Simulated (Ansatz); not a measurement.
Input for Ansatz (a quantum-chemistry and plane-wave program): U-B2PLYP/def2-TZVPP on C3MoO3 (SMILES [O+]#[C-]->[Mo](<-[C-]#[O+])<-[C-]#[O+]), 2S+1 = 3, a spin state set in the input, which need not be the lowest. Elements past Kr take the def2 small-core potentials; no spin–orbit coupling.

Ansatz 0.2 input:
```yaml
crystal:
  periodic: [false, false, false]
  atoms:
    - {symbol: Mo, position_ang: [0.36328645, -0.52204860, 0.36472275]}
    - {symbol: O, position_ang: [2.72254278, 0.13067384, -1.66723318]}
    - {symbol: C, position_ang: [1.89331825, -0.12945722, -0.91772215]}
    - {symbol: O, position_ang: [-2.06659488, -1.10385647, 2.35816666]}
    - {symbol: C, position_ang: [-1.18593081, -0.90713450, 1.65150915]}
    - {symbol: O, position_ang: [-1.19400175, 1.62401234, -1.27611860]}
    - {symbol: C, position_ang: [-0.63472797, 0.83230708, -0.66261288]}
basis:
  gaussian:
    orbitals: def2-TZVPP
hamiltonian:
  xc: {name: B2PLYP}
magnetization: {spin_polarized: true, initial_magnetization: 2}
correlation: {electrons: valence}
```

Output:

```
WARN ansatz: RAYON_NUM_THREADS=4 ignored (pool sized by the plan → 4); use --threads N
Functional definition: B2PLYP
integrals: 0.64 GiB planned
1612 factors; integrals over basis functions are off by at most 5.1e-4 eV
mean field: 2.10 GiB planned
mean field evaluation 1: about -11082.8275 eV, gradient 3.8e1 eV
mean field evaluation 2: about -11083.1679 eV, gradient 3.8e1 eV
mean field evaluation 4: about -11087.3772 eV, gradient 1.3e1 eV
mean field evaluation 8: about -11088.1654 eV, gradient 7.3e-1 eV
mean field evaluation 16: about -11088.1774 eV, gradient 2.9e-2 eV
mean field evaluation 32: about -11088.1775 eV, gradient 8.0e-4 eV
mean field evaluation 64: about -11087.2695 eV, gradient 6.7e0 eV
mean field -11088.17754258 eV, -407.4830088533 hartree, gradient 5.8e-6 eV, S^2 2.023577; 6 other end points of the search recorded, 0 dependent functions left out
6 core orbitals not correlated
reference -11088.17772050 eV, -407.4830153917 hartree; 23, 21 occupied and 213, 215 virtual orbitals, 1612 factors
second order -55.09642625 eV of doubles, -0.00000000 eV of singles
Total energy: -11103.05375559 eV, -408.0296995978 hartree
```

Self-consistency was reached.

Cost: roughly 100 core-seconds.
